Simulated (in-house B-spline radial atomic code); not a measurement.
A fraction x of an electron is removed from 4f in Pm5+, starting from [Kr] 4d10 4f3 5s2 5p5 and keeping the highest spin. Level of theory: scalar-relativistic (X2C) LDA exchange-only, spin-polarised, spherical fractional occupations, Fermi nucleus of rms radius 4.962 fm; calculated with a radial B-spline atomic code at the basis-set limit.

```csv
x,E(x) - E(0) (eV),4f up level (eV)
0,0.0000,-66.392
0.11,7.4317,-68.733
0.17,11.5942,-70.020
0.3,20.8793,-72.832
0.44,31.2899,-75.897
0.5,35.8834,-77.221
0.6,?,?
0.64,?,?
0.79,59.2157,-83.716
0.93,71.1588,-86.906
1,77.2984,-88.514
```

What belongs in the row x = 0.6?

An energy change of 43.7165 eV; 4f up at -79.444 eV.

What belongs in the row x = 0.64?

An energy change of 46.9121 eV; 4f up at -80.338 eV.

Check Janak's theorem between x = 0.11 and 0.17.

The slope of the energy is 69.38 eV; the orbital levels give 69.38 eV (-ε of the emptying orbital, averaged over the two points).
